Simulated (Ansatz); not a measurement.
C₂H₇BSe, relaxed with RKS PBE0-D4/def2-TZVP in Ansatz from a PBE-D4/def2-SVP geometry. The force threshold is 0.005 eV/Å; the program also tests the step.

Total charge 0; spin multiplicity 1. The bonds changed during the relaxation, so this is another structure than the one it started from.

Start:

```xyz
11

B    -0.130   -1.297    0.877
C     0.414   -1.192   -0.589
Se    1.130    0.431    0.355
C    -0.244    1.712   -0.214
H    -1.243   -0.880    1.149
H     0.482   -1.972    1.685
H     1.275   -1.796   -0.923
H    -0.213   -0.856   -1.434
H    -0.151    2.603    0.435
H    -0.082    1.995   -1.270
H    -1.238    1.252   -0.072
```

Task: By how much does the energy fall, and how many steps does the optimiser take? (An estimate is asked.)

Result: The calculation gave: 4.53 kJ/mol, in 6 steps.

Task: Which bonds change most? (Best estimate.)

Result: The calculation gave: C2–Se3 from 2.009 to 1.985 Å; Se3–C4 from 1.963 to 1.941 Å; B1–H5 from 1.219 to 1.198 Å; B1–H6 from 1.218 to 1.197 Å.

Task: Give the relaxed structure. (An estimate is asked.)

Result: Ansatz gave: 
```xyz
11

B    -0.130   -1.284    0.873
C     0.408   -1.176   -0.581
Se    1.128    0.431    0.337
C    -0.240    1.693   -0.214
H    -1.219   -0.862    1.140
H     0.472   -1.949    1.667
H     1.249   -1.778   -0.913
H    -0.215   -0.845   -1.407
H    -0.169    2.560    0.441
H    -0.072    1.991   -1.247
H    -1.213    1.220   -0.095
```
